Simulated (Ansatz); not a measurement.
Computed with Ansatz on PBE0-D4/def2-TZVP structures; ΔE is electronic, products minus reactants. CCSD(T)/CBS adds triple-zeta CCSD(T) − MP2 to the extrapolated MP2 energy (def2 sets, frozen cores). This one scheme is used for every species, atoms too. No spin–orbit coupling; open shells (•) take unrestricted orbitals. Spin–orbit coupling would lower the free atoms: a little for F. One conformer a species, not always the lowest.

Consider the homolysis of the B–F bond: `COBF` → `[BH]OC`• + F•.

```csv
species,CCSD(T)/def2-TZVPP energy (Eh)
`COBF`,-240.19470
`[BH]OC`•,-140.29830
F•,-99.62506
```

(1) Work out ΔE.

Largest T1 diagnostic among the species: 0.015.

Answers

(1) ΔE = (-140.29830) + (-99.62506) − (-240.19470) = 0.27134 Eh = +7.38 eV. CCSD(T)/CBS gives +7.55 eV.

From BLYP to BHLYP (50 % exact exchange), in def2-TZVPP and without D4, ΔE moves by −0.25 eV: exact exchange takes away binding that semilocal exchange gives to molecules. Leaving LDA and LC-ωPBE aside and taking each functional with its dispersion term where it has one, the values, not all of them listed here, spread over 0.43 eV, from BHLYP-D4 to ωB97M-V. LDA lies +1.03 eV from PBE without D4, its usual overbinding. In def2-TZVPP, CCSD(T) changes the Hartree–Fock value by +1.64 eV (the triples alone add +0.10 eV) and MP2 by +1.95 eV; breaking electron pairs costs correlation energy, which Hartree–Fock lacks.
